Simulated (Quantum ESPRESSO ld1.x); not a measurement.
Question: The aim is the oxygen ion O3+ in [He] 2s2 2p1. What will ld1.x (Quantum ESPRESSO 7.5) do with this input?

```
 &input
    zed=8.0,
    iswitch=1,
    rel=2,
    dft='B3LPY',
    config='[He] 2s2 2p1',
    lsmall=.true.,
    prefix='ld1',
    max_out_wfc=37,
    file_charge='ld1.rho',
 /
```

Answer: Silently wrong. The misspelt name is read as B3LYP (index line 7 12 9 7), and as for B3LYP no exact exchange is computed, so the numbers are not those of the hybrid.

Output (excerpt):

```
     Program LD1 v.7.5 starts

     --------------------------- All-electron run ----------------------------

     dirac relativistic calculation

     atomic number is  8.00
     dft =B3LPY   lsd =0 sic =0 latt =0  beta=0.20 tr2=1.0E-14
     Exchange-correlation= B3LPY
                           (   7  12   9   7   0   0   0)
     EXX-fraction              =        0.20
     mesh =1837 r(mesh) = 100.33940 a.u. xmin = -8.00 dx = 0.00800
     1 Ry =  13.60569312 eV, c = 137.03599908

     n l j   nl                  e(Ry)          e(Ha)          e(eV)
     Spin orbit split results
     1 0 0.5 1S 1( 2.00)       -43.2039       -21.6019      -587.8185
     2 0 0.5 2S 1( 2.00)        -5.8444        -2.9222       -79.5169
     2 1 0.5 2P 1( 1.00)        -4.7924        -2.3962       -65.2044
     2 1 1.5 2P 1( 0.00)        -4.7878        -2.3939       -65.1409
     Averaged results
     1 0     1S 1( 2.00)       -43.2039       -21.6019      -587.8185
     2 0     2S 1( 2.00)        -5.8444        -2.9222       -79.5169
     2 1     2P 1( 1.00)        -4.7893        -2.3947       -65.1621

     final scf error:  2.5E-15 reached in  17 iterations

     Etot =    -142.576602 Ry,     -71.288301 Ha,   -1939.853488 eV

     Ekin =     142.523889 Ry,      71.261944 Ha,    1939.136292 eV
     Encl =    -314.966448 Ry,    -157.483224 Ha,   -4285.336832 eV
     Eh   =      43.403381 Ry,      21.701690 Ha,     590.533079 eV
     Exc  =     -13.537423 Ry,      -6.768712 Ha,    -184.186028 eV
```

Run on one thread of a shared host, so times are rough (Intel(R) Xeon(R) Processor @ 2.60GHz): 0.58 s of CPU time, 0.61 s wall, 17 iterations on 1837 mesh points.
